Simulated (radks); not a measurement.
Species: S I. Configuration: [Ne] 3s2 3p4 (the NIST ground configuration). Calculated with a radial shooting solver on a logarithmic mesh with Libxc functionals: scalar-relativistic Kohn-Sham, LDA (Slater exchange, VWN5 correlation), spin-unpolarised, spherical densities, finite nucleus; Fermi nuclear charge, rms radius 3.2611 fm.

Normalised radial functions P(r) = r R(r), r in bohr:

```
   r/bohr * 1s, o 2p, + 3p (the largest magnitude, 2.88, reaches the edge; | marks zero, & curves that meet)
  0.01078                             &          *
  0.01215                             &           *
  0.01381                             &            *
  0.01558                             &             *
  0.01756                             &               *
  0.01996                             &                *
   0.0225                             +o                *
  0.02537                             +o                  *
  0.02884                             +o                   *
  0.03252                             +o                     *
  0.03696                             +o                      *
  0.04167                             + o                      *
  0.04698                             |+o                       *
  0.05339                             |+o                        *
   0.0602                             |+ o                       *
  0.06842                             |+ o                       *
  0.07715                             |+  o                      *
  0.08698                             |+   o                    *
  0.09886                             | +   o                 *
   0.1115                             | +    o              *
   0.1257                             | +     o           *
   0.1428                             | +      o        *
    0.161                             |  +      o    *
    0.183                             |  +       o*
   0.2064                             |  +      * o
   0.2327                             |  +   *    o
   0.2645                             |  + *       o
   0.2982                             |  +*        o
   0.3362                             | *+          o
   0.3821                             |*+          o
   0.4308                             |*+          o
   0.4897                             *+          o
   0.5521                             &         o
   0.6225                            +*        o
   0.7075                           + *      o
   0.7977                          +  *     o
   0.9066                         +   *   o
    1.022                        +    *  o
    1.153                       +     * o
     1.31                       +     *o
    1.477                      +      *o
    1.665                      +      &
    1.893                      +      &
    2.134                       +     &
    2.425                        +    &
    2.735                        +    &
    3.083                         +   &
    3.504                          +  &
    3.951                           + &
    4.455                           + &
    5.063                            +&
    5.709                            +&
    6.488                             &
    7.315                             &
```

1s: eigenvalue -2397.2 eV, 0 radial nodes, <r> = 0.0972 bohr, 90 % of the charge inside 0.174 bohr. 2p: eigenvalue -156.52 eV, 0 radial nodes, <r> = 0.443 bohr, 90 % of the charge inside 0.740 bohr. 3p: eigenvalue -7.108 eV, 1 radial node at r = 0.579 bohr, <r> = 2.07 bohr, 90 % of the charge inside 3.30 bohr.
